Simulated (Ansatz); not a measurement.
Geometry optimisation, Ansatz 0.2.0, RHF/def2-SVP.

input.yaml

```yaml
crystal:
  periodic: [false, false, false]
  atoms:
    - { symbol: Al, position_ang: [0.035801, 0.678536, -0.596449] }
    - { symbol: Cl, position_ang: [-0.010898, 0.010258, 2.767638] }
    - { symbol: "N", position_ang: [1.596888, -0.022536, -0.99103] }
    - { symbol: H, position_ang: [1.750677, -0.894747, -1.458502] }
    - { symbol: H, position_ang: [2.473214, 0.387463, -0.733312] }
    - { symbol: "N", position_ang: [-1.549332, 0.031474, -0.988005] }
    - { symbol: H, position_ang: [-1.752014, -0.901028, -1.292161] }
    - { symbol: H, position_ang: [-2.400859, 0.542649, -0.862454] }
    - { symbol: Br, position_ang: [0.076272, 2.874479, 0.32113] }
    - { symbol: H, position_ang: [-0.029249, 1.320751, 2.589945] }
basis:
  gaussian: { orbitals: def2-SVP }
hamiltonian:
  xc: hf
relax:
  f_tol: 0.03
  max_steps: 50
output:
  orbitals: {}
```

Command:

```bash
$ ansatz run input.yaml --threads 2 --pin off --max-ram 3072MiB --backend cpu --events-out ev --progress --plain --runs-dir out
```

Task: Where does it end, and by what steps?

Result: It converged. After 6 steps the energy has fallen by 0.095 eV; H10 moved furthest, 0.27 Å.

| step | energy less start (eV) | largest force component (eV/Å) | accepted |
| --- | --- | --- | --- |
| 0 | 0.0000 | 1.423 | yes |
| 1 | -0.0799 | 0.792 | yes |
| 2 | -0.0824 | 0.543 | yes |
| 3 | -0.0810 | 0.190 | no |
| 4 | -0.0917 | 0.334 | yes |
| 5 | -0.0943 | 0.106 | yes |
| 6 | -0.0948 | 0.011 | yes |

```xyz
10
Properties=species:S:1:pos:R:3
Al 0.032 0.742 -0.645
Cl -0.020 0.008 2.850
N 1.577 -0.017 -1.005
H 1.702 -0.938 -1.377
H 2.469 0.402 -0.824
N -1.538 0.045 -1.025
H -1.694 -0.872 -1.397
H -2.415 0.498 -0.855
Br 0.069 2.877 0.180
H 0.009 1.282 2.855
```

Whether the end is a true minimum wasn't checked by a vibrational analysis.

Run time: 14 s on 2 threads of Arm Neoverse V2, with other jobs on the host, peak memory 0.29 GiB.
